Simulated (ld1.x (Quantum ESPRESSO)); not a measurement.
## Tl: one change to an ultrasoft potential, before and after

thallium, ultrasoft, made with ld1.x (Quantum ESPRESSO) 7.5 (LDA (PZ), scalar-relativistic). Core [Xe] 4f14, reference 5d10 6s2 6p1. Waves: 6s (bound): rcut 2.25, rcutus 2.45 bohr; 6s channel at 1.95 Ry: rcut 2.25, rcutus 2.45 bohr; 6p (bound): rcut 2.35, rcutus 2.70 bohr; 6p channel at 4.05 Ry: rcut 2.35, rcutus 2.70 bohr; 5d (bound): rcut 1.65, rcutus 2.20 bohr; 5d channel at -0.35 Ry: rcut 1.65, rcutus 2.20 bohr. Local part: all-electron potential smoothed inside 2.15 bohr (lloc = -1). Core correction: Bessel-smoothed model core, default radius (core density twice the valence density). Augmentation charge: PSQ, radius 1.75 bohr.

All-electron outer shells of the reference configuration (LDA (PZ), scalar-relativistic, ld1.x):

```
shell  level (eV)  outermost node (bohr)  outermost maximum (bohr)
   4f     -114.41                      –                      0.36
   5p      -76.26                   0.50                      0.90
   5d      -15.62                   0.53                      1.11
   6s       -9.83                   1.04                      2.08
   6p       -2.58                   1.23                      2.91
```

Change: all radii but the core radius scaled by about 0.96 (s 2.34, p 2.58, d 2.10 bohr, rcut 2.16/2.24/1.58); local potential all-electron potential smoothed inside 2.06 bohr (lloc = -1); augmentation PSQ, radius 1.68 bohr.

Cutoffs: the cutoffs (Ry, on a coarse ladder) from which the occupation-weighted sum of valence levels, in a spherical-Bessel basis at the reference potential, stays within 10 and 1 mRy of its value at 400 Ry; they do not see the model core or the augmentation charge, which bear on the density cutoff. Errors are all-electron minus pseudo energies relative to the spin-unpolarised reference configuration.

Q: What does the change do?

A: The potential gets harder (25 Ry and 40 Ry → 30 Ry and 45 Ry); the number of tests with a reliable result goes from 9 to 4 (the test run of the changed file stopped, so its transferability is not established); of the 4 tests that both files solve, the error grows in 2 and shrinks in 1 by more than 15 % and 0.3 meV (median size 16.8 → 16.7 meV); neither file shows a bound ghost. A smaller radius makes the pseudo-wave follow the all-electron one further in, where it bends more sharply, so more plane waves are needed.

| quantity | base | changed |
| --- | --- | --- |
| cutoff, loose | 25 Ry | 30 Ry |
| cutoff, tight | 40 Ry | 45 Ry |
| loose cutoff by channel (10 mRy a level) | s 6 Ry, p 6 Ry, d 18 Ry | s 6 Ry, p 6 Ry, d 21 Ry |
| bound ghosts | none | none |
| tests with a reliable result | 9 of 9 | 4 of 9 (the test run stopped) |
| error for 5d10 6s2 6p0, meV [ΔE 5.41 eV] | -2.8 | -3.2 |
| error for 5d10 6s1 6p0, meV [ΔE 26.61 eV] | -15 | -24 |
| error for 5d10 6s0 6p0, meV [ΔE 57.21 eV] | -47 | -107 |
| error for 5d10 6s0 6p3, meV [ΔE 15.40 eV] | -19 | -9.5 |
| lowest overlap eigenvalue by channel | s 0.44, p 0.78, d 0.37 | s 0.42, p 0.75, d 0.62 |
